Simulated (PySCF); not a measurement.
Al(F)(Me)(SiH3) (CH₆AlFSi), SMILES [CH3][Al]([F])[SiH3]. Atoms are numbered in the order given.

```xyz
10

Al     0.3082    -0.3256     0.2785
F      1.8067    -0.7105    -0.3656
C     -0.1337    -1.1144     1.9987
H     -0.1104    -2.2169     1.9391
H     -1.1259    -0.8202     2.3766
H      0.6141    -0.8320     2.7607
Si    -1.0555     1.1856    -1.0868
H     -2.4184     1.3929    -0.4994
H     -1.2366     0.6579    -2.4777
H     -0.4103     2.5336    -1.2074
```
Charge 0, spin multiplicity 1.

Coordinates come from a r2SCAN-D4/def2-SVP optimisation. The geometry has at least one imaginary mode, so it is a saddle point at that level. The structure was generated by enumeration; whether it is a known compound was not checked.

Two levels are set side by side: PBE/pcSseg-1 (PySCF) and B3LYP/pcSseg-1 (PySCF). GIAO shifts against CFCl3 (¹⁹F), TMS (²⁹Si), TMS (¹H), TMS (¹³C) at the same level; non-relativistic, no solvent, atoms listed together averaged. Differences are taken from unrounded values.

```tsv
quantity	PBE
δ(¹⁹F) of F2 (ppm)	-112.9
δ(¹³C) of C3 (ppm)	-2.1
δ(²⁹Si) of Si7 (ppm)	-142.2
```

These are the PBE values. What does B3LYP give? (Estimate from the structure and the level; the computed values follow.)


```
quantity               B3LYP  PBE minus B3LYP
--------------------  ------  ---------------
δ(¹⁹F) of F2 (ppm)    -112.9              0.1
δ(¹³C) of C3 (ppm)      -2.9              0.8
δ(²⁹Si) of Si7 (ppm)  -134.4             -7.7
```

Rough cost on one machine, each run with all the roots and properties that it gave: B3LYP against PBE within a factor of 2.
